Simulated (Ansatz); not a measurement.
`[F][Mo]([F])([F])([F])([F])[Cl]` + H–F → molybdenum hexafluoride + HCl at 400 K and 1 bar (ligand exchange at a Mo–Cl bond).

Computed with Ansatz on PBE0-D4/def2-TZVP structures; ΔE is electronic, products minus reactants. CCSD(T)/CBS is the MP2 limit (def2-TZVPP, def2-QZVPP) plus CCSD(T) − MP2 in def2-TZVPP, frozen cores. This one scheme is used for every species. def2 core potentials past Kr. For Mo outer-core shells are correlated without core-valence functions, which leaves a few kJ/mol of doubt a bond.

```csv
species,CCSD(T)/CBS energy (Eh),H − E (kJ/mol),S (J/(mol·K))
`[F][Mo]([F])([F])([F])([F])[Cl]`,-1027.03381,73.7,414.3
H–F,-100.39570,36.5,182.2
`[F][Mo]([F])([F])([F])([F])[F]`,-667.05503,75.3,387.3
HCl,-460.38127,29.6,195.4
```

H − E and S are ideal-gas, rigid-rotor, harmonic terms from PBE0-D4/def2-TZVP. 1 Eh = 2625.50 kJ/mol, R = 8.31446 J/(mol·K).

Question: By hand: ΔE, ΔH, ΔS and ΔG.

Answer: ΔE = (-667.05503) + (-460.38127) − (-1027.03381) − (-100.39570) = -0.00679 Eh = -17.8 kJ/mol. Δ(H − E) = 75.3 + 29.6 − 73.7 − 36.5 = -5.3, so ΔH = -23.1 kJ/mol. ΔS = 387.3 + 195.4 − 414.3 − 182.2 = -13.8 J/(mol·K). ΔG = -23.1 − 400 × (-13.8)/1000 = -17.6 kJ/mol.

Question: By hand: the equilibrium constant, and the temperature at which ΔG would vanish if ΔH and ΔS stayed fixed.

Answer: log₁₀ K = −ΔG/(RT ln 10) = 2.3. ΔG = 0 at ΔH/ΔS = 1674 K, though so small a ΔS makes that figure unsure.

The number of gas molecules stays the same, so ΔS is small and ΔH decides. A doubt of 5 kJ/mol in ΔE shifts log₁₀ K by 0.7 here. These are equilibria of isolated gas molecules and say nothing of rates. Largest T1 diagnostic: 0.025 (customary marks: 0.02 for closed shells, 0.045 for open ones).
